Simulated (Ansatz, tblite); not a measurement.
Forces on (SiH3)3N (Si3NH9) at its PBE0-D4/def2-SVP geometry. Total charge 0; singlet.

The xTB rows come from tblite.

GFN1-xTB (tblite), largest force 1.00 eV/Å:

```xyz
13
positions Å, forces eV/Å
N     0.002   -0.006    0.001    0.000   -0.002   -0.002
Si   -1.672   -0.332    0.412   -0.970   -0.193    0.160
Si    0.517   -0.057   -1.675    0.368   -0.010   -0.930
Si    1.155    0.387    1.262    0.601    0.219    0.774
H    -2.321    0.847    1.063    0.303   -0.508   -0.290
H    -2.388   -0.643   -0.863    0.233    0.116    0.559
H    -1.792   -1.497    1.341    0.071    0.507   -0.415
H     0.280   -1.402   -2.282    0.103    0.587    0.284
H    -0.198    0.960   -2.505    0.306   -0.442    0.382
H     1.982    0.240   -1.695   -0.599   -0.129   -0.062
H     0.420    0.340    2.563    0.360    0.036   -0.497
H     2.283   -0.592    1.300   -0.508    0.419   -0.028
H     1.732    1.753    1.077   -0.267   -0.599    0.066
```

GFN2-xTB (tblite), largest force 0.54 eV/Å:

```
N -0.003 0.000 -0.004
Si -0.457 -0.104 -0.051
Si 0.285 0.023 -0.375
Si 0.175 0.085 0.432
H 0.306 -0.324 -0.219
H 0.288 0.113 0.442
H 0.150 0.366 -0.306
H 0.036 0.404 0.295
H 0.174 -0.297 0.359
H -0.527 -0.106 0.043
H 0.234 0.007 -0.484
H -0.413 0.262 -0.098
H -0.249 -0.429 -0.033
```

PBE-D4/def2-TZVP (Ansatz), largest force 0.12 eV/Å:

```
N -0.002 -0.002 -0.003
Si 0.110 0.027 -0.026
Si -0.030 0.004 0.114
Si -0.077 -0.025 -0.081
H 0.004 0.024 0.010
H -0.003 -0.006 -0.028
H 0.013 -0.019 0.011
H -0.010 -0.022 0.004
H -0.020 0.016 -0.002
H 0.026 0.007 0.010
H -0.023 -0.004 0.019
H 0.010 -0.021 -0.012
H 0.002 0.021 -0.016
```
